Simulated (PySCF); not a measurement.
**Two-component Hartree-Fock for La⁴⁸⁺ (lanthanum, charge +48)**

Start: [He] 2s2 2p5; 2p1/2 filled at m_j = -1/2, +1/2; 2p3/2 filled at m_j = -1/2, +1/2, +3/2. Calculated with PySCF 2.14 in an even-tempered Gaussian basis (17 s from 27 bohr⁻², ratio 2.4; 13 p from 36 bohr⁻², ratio 2.4; 5 d from 130 bohr⁻², ratio 2.6; 4 f from 190 bohr⁻², ratio 2.6): generalised Hartree-Fock with the X2C-1e Hamiltonian and a Gaussian nucleus; one run each with spin-orbit coupling (SO) switched off, then screened by Boettger's factors.

```json
{"spinor shell": "1s1/2", "electrons": "2", "ε, spin-free (eV)": "-42802.5", "ε, screened SO (eV)": "-42792.8", "weight of nominal j (screened SO)": "1.000", "rms radius, screened SO (bohr)": "0.0286"}
{"spinor shell": "2s1/2", "electrons": "2", "ε, spin-free (eV)": "-9661.2", "ε, screened SO (eV)": "-9658.4", "weight of nominal j (screened SO)": "1.000", "rms radius, screened SO (bohr)": "0.113"}
{"spinor shell": "2p1/2", "electrons": "2", "ε, spin-free (eV)": "-9066.7", "ε, screened SO (eV)": "-9367.6", "weight of nominal j (screened SO)": "0.999", "rms radius, screened SO (bohr)": "0.0968"}
{"spinor shell": "2p3/2", "electrons": "3", "ε, spin-free (eV)": "-9066.7", "ε, screened SO (eV)": "-8931.6", "weight of nominal j (screened SO)": "1.000", "rms radius, screened SO (bohr)": "0.102"}
```

```json
{"quantity": "E (hartree)", "spin-free": "-5927.72709", "screened SO": "-5935.40162"}
{"quantity": "M_J", "spin-free": "3/2", "screened SO": "3/2"}
{"quantity": "⟨J²⟩", "spin-free": "3.750", "screened SO": "3.750"}
{"quantity": "⟨L²⟩", "spin-free": "2.000", "screened SO": "2.008"}
{"quantity": "⟨S²⟩", "spin-free": "0.750", "screened SO": "0.758"}
```

Each row is a mean over spinors that exchange with the open shell spreads, by up to 47.119 eV (2s1/2).

Breit and QED terms are absent; they matter most for the inner s and p1/2 levels.

Densities and radii are taken from the X2C orbitals without a picture-change correction, which distorts them close to the nucleus.

Without spin-orbit coupling the j labels of p, d and f shells carry no meaning; the spin-free column gives the mean over the occupied spinors of each nl shell.
